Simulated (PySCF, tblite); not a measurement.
One entry of a table of gas-phase calculations, keyed by method. Lists by class give the value and the number of equivalent atoms.

```json
{
 "formula": "C5H13FOSi2",
 "smiles": "COC[SiH2]C/C([SiH3])=C\\F",
 "charge": 0,
 "multiplicity": 1,
 "geometry_level": "GFN2-xTB",
 "atoms_angstrom": [
  ["C", 3.732, 0.763, -0.112],
  ["O", 2.37, 0.53, 0.124],
  ["C", 2.078, -0.819, 0.427],
  ["Si", 0.206, -0.88, 0.791],
  ["C", -0.706, -0.08, -0.681],
  ["C", -2.182, -0.044, -0.453],
  ["Si", -2.953, 1.524, 0.249],
  ["C", -2.94, -1.096, -0.724],
  ["F", -2.43, -2.246, -1.23],
  ["H", 4.333, 0.53, 0.777],
  ["H", 3.838, 1.819, -0.355],
  ["H", 4.1, 0.156, -0.949],
  ["H", 2.372, -1.467, -0.411],
  ["H", 2.663, -1.147, 1.298],
  ["H", -0.063, -0.124, 2.02],
  ["H", -0.192, -2.281, 0.966],
  ["H", -0.485, -0.66, -1.58],
  ["H", -0.322, 0.929, -0.834],
  ["H", -2.284, 1.862, 1.506],
  ["H", -4.382, 1.306, 0.473],
  ["H", -2.757, 2.611, -0.714],
  ["H", -4.007, -1.169, -0.587]
 ],
 "electronic_structure_code": "PySCF",
 "results": {
  "GFN2-xTB geometry": {
   "point_group": "C1",
   "rotational_constants_GHz": [1.646, 0.519, 0.435]
  },
  "PBE0/pcSseg-1 ground state and GIAO shieldings, non-relativistic": {
   "dipole_D": 1.16,
   "homo_eV": -7.04,
   "lumo_eV": 0.06,
   "shift_vs_computed_TMS_C_by_class_ppm": [
    [160.4, 1],
    [114.3, 1],
    [65.6, 1],
    [64.6, 1],
    [11.4, 1]
   ],
   "shift_vs_computed_TMS_H_by_class_ppm": [
    [6.66, 1],
    [4.14, 3],
    [4.12, 2],
    [3.52, 3],
    [3.24, 2],
    [2.12, 2]
   ],
   "shielding_other_nuclei_by_class_ppm": [
    ["O", 330.0, 1],
    ["F", 260.9, 1],
    ["Si", 394.8, 1],
    ["Si", 423.3, 1]
   ],
   "charges_hirshfeld_e_by_atom": [-0.04, -0.14, -0.09, 0.34, -0.16, -0.11, 0.31, 0.03, -0.08, 0.04, 0.05, 0.04, 0.03, 0.03, -0.08, -0.08, 0.04, 0.04, -0.07, -0.07, -0.08, 0.05]
  },
  "GFN2-xTB harmonic vibrations, gas phase": {
   "strongest_ir_bands_cm-1_km_per_mol_modes": [
    [770.6, 178.1, 1],
    [781.6, 440.0, 1],
    [791.8, 144.5, 1],
    [2224.1, 310.4, 1],
    [2246.2, 356.8, 1],
    [2265.4, 605.1, 2]
   ],
   "zpe_kcal_per_mol": 100.1
  }
 }
}
```

The rotational constants make it an asymmetric top with κ = (2B − A − C)/(A − C) = -0.86, nearer the prolate limit (−1). The zero-point energy, half the sum of the 60 harmonic wavenumbers, equals 35010 cm⁻¹ or 419 kJ/mol. With B = h/(8π²I), that is 505.379 GHz u Å² over I, the principal moments of inertia are 307.1, 973.6 and 1162.9 u Å² (most abundant isotopes); the inertial defect Ic − Ia − Ib is -117.8 u Å² (zero for a rigid planar frame, negative otherwise).

 NMR classes are plain means over equivalent atoms (diastereotopic ones count apart unless rotation or inversion swaps them), as if these changed places fast; in this geometry the members of some classes differ.

Conformer computed: `[CH3:1][O:2][CH2:3][SiH2:4][CH2:5]/[C:6]([SiH3:7])=[CH:8]\[F:9]`: C1–O2–C3–Si4 177°, O2–C3–Si4–C5 53°, C3–Si4–C5–C6 -178°, Si4–C5–C6–Si7 96°.

One conformer stands for the species.
